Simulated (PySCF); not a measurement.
## Computed beside measured shifts

System: C13H13P (measured compound), SMILES CP(c1ccccc1)c1ccccc1.

Atom-mapped SMILES (hydrogens are numbered by the atom that bears them): [CH3:1][P:2]([c:3]1[cH:4][cH:5][cH:6][cH:7][cH:8]1)[c:9]1[cH:10][cH:11][cH:12][cH:13][cH:14]1

Method: GIAO PBE0/pcSseg-2, gas phase, PySCF SCF with an in-house response code, fitting set def2-universal-JFIT up to Ne and JKFIT beyond, grid level 2, non-relativistic, on the PBE0-D3(BJ)/def2-SVP geometry.

One optimised conformer. Values are averaged over the atoms that symmetry or fast rotation interchanges, on this one geometry and without vibrational averaging. Shifts are the reference shielding less the shielding here, at the same level (13C, 1H against isolated TMS; 31P against isolated H3PO4); nuclei without a reference have shieldings only.

Problem. What shifts does this level give for P2, and how do they compare with measurement?

Solution. 
```csv
atom,nucleus,computed / ppm,measured / ppm,computed less measured,measured against,medium of the measurement
P2,31P,-41.5,-28,-13.5,85 % H3PO4,not stated
```

Computed 19F and 31P shifts carry an offset from the reference molecule (CFCl3 is hard for DFT, lone H3PO4 or PH3 isn't the 85 % acid), so differences between compounds are more accurate than the values.

Measured values: E. Pretsch, P. Bühlmann, M. Badertscher, Structure Determination of Organic Compounds, 4th ed., Springer 2009.
